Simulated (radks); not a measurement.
Spherical quantum dot in the effective-mass picture: electrons in a parabolic well V = omega^2 r^2 / 2 with omega = 0.532, with a point charge +2 (a donor) at the centre, all in effective atomic units (hartree* = m*/eps^2 hartree, bohr* = eps/m* bohr), one dielectric constant everywhere. Calculated with a radial shooting solver with Libxc functionals: non-relativistic Kohn-Sham, PBEsol, spin-polarised, spherical densities. Levels are named by radial order and angular momentum (1s, 1p, 1d, 2s, ...), and open shells are averaged over m. Results are scaled to m* = 0.131 and eps = 10.6, for which hartree* = 31.73 meV and bohr* = 4.282 nm.

N = 15, configuration 1s2 1p6 1d(up 5, down 0) 2s2. This is the lowest configuration that the search found. Occupied and some empty levels:

level    occupation  eigenvalue (meV)  <r> (nm)
1s up             1            143.25     4.460
1s down           1            143.41     4.330
1p up             3            165.57     11.66
2s up             1            165.98     11.82
1p down           3            167.45     11.45
2s down           1            167.91     11.80
1d up             5            175.30     13.57
1d down           0            177.50     13.52
1f up             0            185.67     14.91
2p up             0            187.44     12.74
1f down           0            187.94     14.95
2p down           0            188.85     12.84
1g up             0            196.87     16.04
1g down           0            199.09     16.12

Energy (meV): total 1336.46, kinetic 293.56, external 0.66142, Hartree 1210.8, exchange-correlation -168.60.
